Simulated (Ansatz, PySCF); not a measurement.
Molecule: sum formula SiHCl, charge 0, multiplicity 1. SMILES: [SiH]Cl
Geometry from a B3LYP-D3(BJ)/def2-TZVP (Ansatz, a quantum-chemistry and plane-wave program) optimisation:
```xyz
3

Si     0.7933    -0.2087     0.7471
H      1.8312    -0.4893    -0.3363
Cl    -0.7611     0.2007    -0.5955
```

Wanted: atomisation energy (electronic, to ground-state atoms), in kcal/mol. Cores are frozen in the correlated levels unless marked. UHF or UKS for open shells. No spin-orbit coupling. No relativistic terms. The coupled-cluster limit lacks core correlation, which all-electron functionals hold. Basis-set limits of correlation are two-point, X^-3; Hartree-Fock from the larger set (for Q and 5 zeta extrapolated as (X+1)exp(-9√X)).

The Hartree-Fock reference is unstable (checked in the largest basis), which strains HF and MP2. 

| level | program | atomisation energy (kcal/mol) |
|---|---|---|
| PBE-D4/def2-TZVPD | Ansatz + dftd4 | ? |
| M06-L/def2-TZVPD | PySCF | ? |
| r2SCAN/def2-TZVPD | Ansatz | 176.8 |
| B3LYP-D3(BJ)/def2-TZVPD | Ansatz + dftd3 | 178.0 |
| PBE0-D3(BJ)/def2-TZVP | Ansatz + dftd3 | ? |
| r2SCAN0-D4/def2-TZVPD | Ansatz + dftd4 | 173.7 |
| B2PLYP/def2-TZVPD | Ansatz | 174.7 |
| SCS-MP2/def2-SVP | Ansatz | 160.0 |
| SCS-MP2/cc-pV(T+d)Z | Ansatz | 173.4 |
| CCSD/STO-3G | Ansatz | 200.7 |
| CCSD/cc-pV(D+d)Z | Ansatz | 157.5 |
| CCSD/def2-SVPD | Ansatz | 160.4 |
| CCSD/def2-QZVPPD | Ansatz | 173.0 |
| CCSD(T)/CBS(cc-pV(Q+d)Z,cc-pV(5+d)Z) | Ansatz | ? |

Q: Complete the blanks.

A: 
- PBE-D4/def2-TZVPD, atomisation energy (kcal/mol): 179.6
- M06-L/def2-TZVPD, atomisation energy (kcal/mol): 184.5
- PBE0-D3(BJ)/def2-TZVP, atomisation energy (kcal/mol): 176.0
- CCSD(T)/CBS(cc-pV(Q+d)Z,cc-pV(5+d)Z), atomisation energy (kcal/mol): 179.7
